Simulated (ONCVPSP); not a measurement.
## titanium: one change to an ONCV potential, before and after

- Element: Ti (Z = 22)
- Generator: ONCVPSP 4.0.1
- Type: optimised norm-conserving Vanderbilt (ONCV)
- Functional: PBE
- Relativity: scalar-relativistic
- Frozen core: [Ne]
- Valence charge: 12
- Reference configuration: 3s2 3p6 3d2.5 4s1.5
- Partial waves: 3s+4s: rc 1.50 bohr, ncon 4, nbas 7, qcut 7.7 1/bohr, 2 projectors; 3p: rc 1.00 bohr, ncon 3, nbas 6, qcut 8.9 1/bohr, 1 projector; 3d: rc 1.65 bohr, ncon 4, nbas 9, qcut 11.6 1/bohr, 2 projectors, debl 2.9 Ha
- Local potential: polynomial inside 0.70 bohr (lpopt 5, dvloc0 0 Ha)
- Core correction: Teter function, fcfact 5.25, rcfact 1.75

Change: d: rc 1.36.

Cutoffs: the cutoffs (Ha) at which the residual kinetic energy of the hardest occupied pseudo-wave falls to 1 and 0.1 mHa per electron; they do not see the model core or the augmentation charge, which bear on the density cutoff. Errors are all-electron minus pseudo energies relative to the spin-unpolarised reference configuration.

Question: How do hardness, ghosts and transferability respond?

Answer: The potential gets harder (39 Ha and 60 Ha → 47 Ha and 60 Ha); of the 4 tests that both files solve, the error grows in 0 and shrinks in 3 by more than 15 % and 0.3 meV (median size 1.5 → 1.2 meV); neither file shows a bound ghost. A smaller radius makes the pseudo-wave follow the all-electron one further in, where it bends more sharply, so more plane waves are needed. Less of the atom is replaced, so other configurations are described better.

```csv
quantity,base,changed
"cutoff, loose",39 Ha,47 Ha
"cutoff, tight",60 Ha,60 Ha
loose cutoff by channel,"s 22 Ha, p 29 Ha, d 39 Ha","s 22 Ha, p 29 Ha, d 47 Ha"
bound ghosts,none,none
GHOST(+) flags under 300 eV,s at 197.5 eV,s at 197.5 eV
"error for 3s2 3p6 3d2 4s2, meV [ΔE -0.35 eV]",+2.6,+1.9
"error for 3s2 3p6 3d2 4s1, meV [ΔE 6.99 eV]",+1.1,+0.8
"error for 3s2 3p6 3d2 4s0, meV [ΔE 20.57 eV]",-1.0,-1.0
"error for 3s2 3p6 3d2 4s1.5, meV [ΔE 2.58 eV]",+1.9,+1.4
s: phases at 1.53 bohr within 0.05 rad from the reference energy up to (Ha; the scan ends near 5),to the end of the scan,to the end of the scan
p: phases at 1.02 bohr within 0.05 rad from the reference energy up to (Ha; the scan ends near 5),4.8,4.8
"rms error of d²Exc/dni dnj with the model core, mHa",3.13,3.11
```
